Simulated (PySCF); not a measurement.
C6H6F2N: g tensor and hyperfine couplings

C6H6F2N (doublet state).
Cartesian coordinates in Å at the GFN2-xTB level; atoms count from 1:
```
atom  x, y, z in Å
C1    -2.001   -0.589   -0.521
C2    -1.161    0.006    0.610
F3    -1.065   -0.914    1.631
C4     0.211    0.395    0.134
C5     0.279    1.503   -0.704
N6     0.319    2.422   -1.398
C7     1.351   -0.338    0.482
C8     2.605   -0.019    0.072
F9     3.647   -0.762    0.440
H10   -2.134    0.152   -1.304
H11   -1.504   -1.464   -0.934
H12   -2.973   -0.885   -0.134
H13   -1.675    0.881    1.036
H14    1.220   -1.199    1.123
H15    2.876    0.818   -0.554
```

The hyperfine couplings belong to this conformer and change with its torsions.

Identity: `C[C@@H](F)/C(C#N)=C/[CH]F` [radical].

Theory: PySCF 2.14.0, UKS B3LYP, pcH-1 on C F H N, non-relativistic, mean-field spin-orbit, GIAO. The structure is a single GFN2-xTB conformer in the gas phase; no vibrational or solvent corrections. The geometry wasn't refined by DFT: couplings that depend on bond lengths, twists or pyramidal angles can differ widely from those at the functional's own minimum. Stability of the SCF solution: not tested. ⟨S²⟩ is 0.776 where a pure state has 0.75.

```
g1, g2, g3                      : 2.00212, 2.00365, 2.00440
g_iso                           : 2.00339
Form of g                       : rhombic: the two nearest values differ by 33 % of g3 − g1
⟨S²⟩                            : 0.7757 (exact 0.7500)
α and β electrons               : 34, 33
HOMO–LUMO gap, α and β orbitals : 5.44, 5.05 eV
Basis functions                 : 285
```

Hyperfine couplings atom by atom, in 10⁻⁴ cm⁻¹; T1 to T3 are the principal values of the dipolar part (1 × 10⁻⁴ cm⁻¹ = 2.998 MHz):

```csv
atom,isotope,a_iso,T1,T2,T3,Mulliken spin population
C1,13C,11.6,-1.0,-0.9,1.9,0.02
C2,13C,-7.3,-0.5,0.0,0.4,-0.04
F3,19F,-0.3,-2.0,-1.2,3.1,0.00
C4,13C,18.2,-16.6,-16.1,32.7,0.58
C5,13C,-13.1,-3.9,-0.3,4.3,-0.13
N6,14N,1.7,-3.5,-2.7,6.2,0.22
C7,13C,-14.5,-7.9,3.2,4.7,-0.21
C8,13C,16.4,-14.8,-14.8,29.6,0.49
F9,19F,29.1,-56.9,-49.2,106.1,0.05
H10,1H,-0.4,-1.0,-0.4,1.3,0.00
H11,1H,-0.7,-1.0,-0.4,1.4,0.00
H12,1H,3.2,-0.6,-0.3,1.0,0.01
H13,1H,16.6,-1.0,-0.8,1.9,0.02
H14,1H,3.4,-1.5,-0.3,1.9,0.01
H15,1H,-12.2,-5.9,-0.9,6.8,-0.02
```

Largest spin populations (Mulliken): C4 (+0.58), C8 (+0.49), N6 (+0.22) and C7 (-0.21). Three atoms exceed +0.15. The positive populations add up to 1.40 and the negative ones to -0.40, together 2S = 1. The angles at C4 add up to 360.0°, so it is planar.

The SMILES `C[C@@H](F)/C(C#N)=C/[CH]F` draws the unpaired electron on C8, whose computed spin population is only +0.49.

Axes: g3 points within 6° of the C2–C4 bond.

Under fast tumbling the dipolar parts average out, and these isotropic splittings remain (the largest six): 1 × 19F (F9, I = 1/2, 2 lines) with 3.11 mT, 1 × 1H (H13, I = 1/2, 2 lines) with 1.78 mT, 1 × 1H (H15, I = 1/2, 2 lines) with 1.30 mT, 1 × 1H (H14, I = 1/2, 2 lines) with 0.36 mT, 1 × 14N (N6, I = 1, 3 lines) with 0.18 mT and 3 × 1H (H10/H11/H12, I = 1/2, 4 lines) with 0.07 mT.

Nuclei that the bonding pattern makes equivalent are averaged, as if the motion that swaps them (rotation, inversion, ring flip) were fast. The three 1H nuclei of mean +2.0 MHz run from -2.2 to 9.6 MHz in the frozen geometry.

The 13C coupling of C4 (54.6 MHz) shows only in satellite lines or after enrichment, since that isotope makes up about 1.07 % of natural carbon.

The spin density at the nucleus, in bohr⁻³, is negative for C7 (-0.0387), C5 (-0.0349) and C2 (-0.0195), for instance. A restricted open-shell determinant has no negative spin density anywhere; here it arises because α and β orbitals differ (spin polarisation).
